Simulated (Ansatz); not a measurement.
Harmonic frequencies (cm⁻¹) at PBE0-D4/def2-TZVP from Ansatz: 84, 100, 126, 148, 152, 201, 386, 414, 492, 493, 676, 682, 1534, 3551, 3646.

Each molecule was computed in one conformer, which needn't be the lowest.

Task: Which molecule is it?
A. `[F][Zr]([F])([F])[Cl]`
B. `[NH2][Zr]([F])([Cl])[Cl]`
C. `C#[C][Zr]([Cl])([Cl])[Cl]`
D. `CC[O][Zr]([OH])([F])[Cl]`

Result: B.
